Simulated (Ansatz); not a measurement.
Consider the formal exchange of groups at the Si–C bond: `N[SiH2]CBO` + `N[SiH](O)O` → `N[SiH2][Si](N)(O)O` + `CBO`.

Computed with Ansatz on PBE0-D4/def2-TZVP structures; ΔE is electronic, products minus reactants. CBS: MP2 limit from def2 TZ/QZ plus the TZ coupled-cluster correction, frozen cores. This one scheme is used for every species. DFT in def2-TZVPP. B3LYP here is the variant with VWN-RPA as its local correlation; programs differ in this. Each species was taken in one conformer, which may not be the lowest.

| level | ΔE (kcal/mol) | difference from CCSD(T)/CBS |
| --- | --- | --- |
| PBE-D4 | 2.2 | -3.7 |
| r2SCAN-D4 | 5.0 | -0.9 |
| PBE0-D4 | 3.6 | -2.3 |
| B3LYP-D4 | 4.1 | -1.8 |
| ωB97M-V | 6.7 | 0.8 |
| PBE | 2.7 | -3.2 |
| r2SCAN | 5.1 | -0.8 |
| PBE0 | 4.1 | -1.8 |
| B3LYP | 4.9 | -1.0 |
| HF/def2-TZVPP | 7.6 | 1.7 |
| CCSD/def2-TZVPP | 6.3 | 0.4 |
| CCSD(T)/def2-TZVPP | 6.1 | 0.2 |
| MP2/def2-QZVPP | 7.6 | 1.7 |
| HF/CBS(def2) | 7.8 | 1.9 |
| MP2/CBS(def2) | 7.5 | 1.6 |
| CCSD/CBS(def2) | 6.1 | 0.2 |
| CCSD(T)/CBS | 5.9 | 0 |

Largest T1 diagnostic among the species: 0.012.

From PBE to PBE0 (25 % exact exchange), in def2-TZVPP and without D4, ΔE moves by +1.3 kcal/mol. The D4 term adds −0.8 kcal/mol with B3LYP and −0.5 kcal/mol with PBE0; it sums over pairs of atoms, weighted by their polarisabilities, and B3LYP, whose exchange is more repulsive, gets the larger term.

CCSD(T)/CBS has its own doubt, a few kJ/mol and more with outer-core shells, so smaller differences from it don't rank the levels.
